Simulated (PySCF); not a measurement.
## Excitation energy of Pr by level of theory

Pr [Xe] 4f3 6s2 (high-spin determinant) → Pr [Xe] 4f3 6s1 6p1 (high-spin determinant), as a difference of total energies. Calculation: PySCF 2.14, in x2c-SVPall; the spin-free X2C one-electron Hamiltonian (Gaussian nucleus). Correlated levels: valence: [Kr] 4d10 frozen. The calculations carry no spin-orbit coupling.

```csv
method,excitation energy (eV)
UHF,1.152
MP2 (valence),1.894
SCS-MP2 (valence),1.955
CCSD (valence),1.871
CCSD(T) (valence),1.947
```

Question: How much does correlation contribute at CCSD(T) (valence)?

Answer: 1.947 − (1.152) = 0.795 eV, measured against UHF.

A first-order spin-orbit estimate (lowest level to lowest level, LS coupling) adds -0.071 eV.

The basis was made for the ground configuration and has no added diffuse functions, so the excitation energy can come out too high.

The coupled-cluster amplitudes are large for the upper state (T1 above 0.03 or a double amplitude above 0.15), so a single reference is strained.

The determinant of the lower state and of the upper state mixes LS terms, which raises its energy above the lowest term, most at the Hartree-Fock and MP2 levels.
